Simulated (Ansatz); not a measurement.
`[CH3][Mo](=[O])([F])=[S]` + HCl → `[O]=[Mo]([F])(=[S])[Cl]` + CH₄  (ligand exchange at a Mo–C bond)

Program: Ansatz. Geometries: PBE0-D4/def2-TZVP. ΔE: electronic, gas phase. CBS: MP2 limit from def2 TZ/QZ plus the TZ coupled-cluster correction, frozen cores. This one scheme is used for every species. DFT in def2-TZVPP. B3LYP here is the variant with VWN-RPA as its local correlation; programs differ in this. HSE06 is defined as in plane-wave codes. Elements past krypton have def2 core potentials. For Mo outer-core shells are correlated without core-valence functions, which leaves a few kJ/mol of doubt a bond.

`[CH3][Mo](=[O])([F])=[S]`:

```xyz
8

C     0.956    0.526    0.166
Mo   -0.803   -0.533   -0.198
O    -0.570   -1.987    0.575
F    -1.099   -0.664   -2.012
S    -2.280    0.557    0.824
H     1.170    0.600    1.233
H     1.762   -0.027   -0.329
H     0.863    1.528   -0.259
```

HCl:

```xyz
2

Cl   -0.343   -0.344   -0.416
H     0.343    0.344    0.416
```

`[O]=[Mo]([F])(=[S])[Cl]`:

Cartesian coordinates in Å:
```
O 0.633 0.139 -1.598
Mo 0.089 -0.042 -0.042
F 1.208 -1.150 0.899
S 0.083 1.858 0.838
Cl -2.012 -0.804 -0.098
```

CH₄:

Cartesian coordinates in Å:
```
C 0.000 0.000 0.000
H -1.047 0.284 -0.102
H 0.575 0.435 -0.817
H 0.087 -1.086 -0.032
H 0.385 0.368 0.951
```

```csv
level,ΔE (eV)
r2SCANh-D4,-1.43
B3LYP,-1.42
HSE06,-1.37
HF/def2-QZVPP,-1.29
```

**Question.** What does CCSD(T)/CBS give? (Best estimate.)

**Answer.** Ansatz gave: -1.32 eV. The listed levels differ from it by -0.11, -0.10, -0.05, 0.03 eV.

**Question.** What do rigid-rotor, harmonic-oscillator terms from PBE0-D4/def2-TZVP frequencies (298.15 K, 1 bar) make of the CCSD(T)/CBS value? (An estimate is asked.)

**Answer.** Computed: ΔZPE = +0.11 eV, ΔH = -1.22 eV, ΔS = -8 J/(mol·K), ΔG = -1.20 eV.

Largest T1 diagnostic among the species: 0.025, so the coupled-cluster value is less sure than usual.

At CCSD(T), def2-SVP lies −0.04 eV from the extrapolated value and def2-TZVPP +0.02 eV. From PBE to PBE0 (25 % exact exchange), in def2-TZVPP and without D4, ΔE moves by +0.05 eV. Leaving LDA and LC-ωPBE aside and taking each functional with its dispersion term where it has one, the values, not all of them listed here, spread over 0.18 eV, from B97M-V to ωB97M-V. LDA lies +0.05 eV from PBE without D4.
